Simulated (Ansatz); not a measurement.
`[NH]=[Ta]([NH2])([Cl])[Cl]` and `[NH]=[V]([NH2])([Cl])[Cl]` differ in one element.

Ansatz, PBE0-D4/def2-TZVP geometries, multiplicity 1. Each molecule was computed in one conformer, which needn't be the lowest.

Elements past krypton have def2 core potentials. Scalar relativity is left out up to krypton.

| property | `[NH]=[Ta]([NH2])([Cl])[Cl]` |
| --- | --- |
| HOMO energy (B3LYP/def2-TZVPP) / eV | -7.82 |
| size of the dipole moment (PBE/def2-TZVPP) / D | 2.76 |
| HOMO energy (PBE/def2-TZVPP) / eV | -6.75 |
| HOMO–LUMO gap (PBE/def2-TZVPP) / eV | 4.43 |
| HOMO energy (PBE0/def2-TZVPP) / eV | -8.09 |
| LUMO energy (ωB97M-V/def2-TZVPP) / eV | 0.54 |

Problem. Give the same properties after the change, and the shifts. (Estimate.)

Solution. Computed: 
| property | `[NH]=[V]([NH2])([Cl])[Cl]` | shift |
| --- | --- | --- |
| HOMO energy (B3LYP/def2-TZVPP) / eV | -7.98 | -0.16 |
| size of the dipole moment (PBE/def2-TZVPP) / D | 3.26 | 0.50 |
| HOMO energy (PBE/def2-TZVPP) / eV | -6.90 | -0.15 |
| HOMO–LUMO gap (PBE/def2-TZVPP) / eV | 3.14 | -1.29 |
| HOMO energy (PBE0/def2-TZVPP) / eV | -8.23 | -0.14 |
| LUMO energy (ωB97M-V/def2-TZVPP) / eV | -0.72 | -1.26 |

With PBE0 the HOMO falls by 0.14 eV and the LUMO falls by 1.38 eV, so the gap narrows by about 1.24 eV. PBE moves the HOMO by -0.15 eV and ωB97M-V by -0.09 eV. Dipoles are sizes alone; their direction can turn.

B3LYP here is the variant with VWN-RPA as its local correlation; programs differ in this.
